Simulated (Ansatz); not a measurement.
Start from `BCC(C)N` and change one atom or group to get `BCC(B)C`.

Ansatz, PBE0-D4/def2-TZVP geometries, multiplicity 1. Each molecule was computed in one conformer, which needn't be the lowest.

```
                                      property  `BCC(C)N`
       HOMO–LUMO gap (ωB97M-V/def2-TZVPP) / eV       9.97
         LUMO energy (ωB97M-V/def2-TZVPP) / eV       0.67
          HOMO–LUMO gap (PBE0/def2-TZVPP) / eV       5.65
size of the dipole moment (PBE/def2-TZVPP) / D       1.29
           HOMO energy (B3LYP/def2-TZVPP) / eV      -6.65
           LUMO energy (B3LYP/def2-TZVPP) / eV      -1.48
```

Task: Give the same properties after the change, and the shifts. (Estimate.)

Result: Ansatz gave: 
```csv
property,`BCC(B)C`,shift
HOMO–LUMO gap (ωB97M-V/def2-TZVPP) / eV,11.79,1.82
LUMO energy (ωB97M-V/def2-TZVPP) / eV,1.42,0.75
HOMO–LUMO gap (PBE0/def2-TZVPP) / eV,7.83,2.18
size of the dipole moment (PBE/def2-TZVPP) / D,1.18,-0.11
HOMO energy (B3LYP/def2-TZVPP) / eV,-7.93,-1.28
LUMO energy (B3LYP/def2-TZVPP) / eV,-0.52,0.96
```

With PBE0 the HOMO falls by 1.26 eV and the LUMO rises by 0.92 eV, so the gap widens by about 2.18 eV. PBE moves the HOMO by -1.58 eV and ωB97M-V by -1.07 eV. Dipoles are sizes alone; their direction can turn.

B3LYP here is the variant with VWN-RPA as its local correlation; programs differ in this.
